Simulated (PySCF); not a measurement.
# Polarisability and C₆ of Zn (zinc, neutral)

[Ar] 3d10 4s1 4p1, high-spin 3P determinant (an excited configuration). All numbers are calculated (PySCF 2.14, the non-relativistic Hamiltonian (point nucleus), in def2-QZVPPD (11s6p5d4f2g, 100 functions)). Coupled (time-dependent) response in atomic units; α is the mean over directions.

```
method  mean α (bohr³)         α xx, yy, zz  C₆ (like pair)  S(−4)
 HSE06           59.60  45.35, 88.11, 45.35           501.5   2358
```

S(−4) is the Cauchy moment in α(ω) = α(0) + S(−4) ω² + …

α(iu) at HSE06:

```tsv
u (hartree)	α(iu) (bohr³)
0	59.60
0.0500	54.46
0.100	44.36
0.200	27.47
0.300	17.78
0.500	9.182
0.750	5.285
1.00	3.593
1.50	2.113
2.00	1.457
3.00	0.8582
5.00	0.4239
```

A single London oscillator, α(iu) = α/(1 + u²/ω²), gives C₆ = (3/4) ω α². Matching the computed C₆ needs ω = 4 × 501.5 / (3 × 59.60²) = 0.188 hartree.

The components differ because the open shell of this determinant is not spherical; for a pure term their mean is the scalar polarisability.
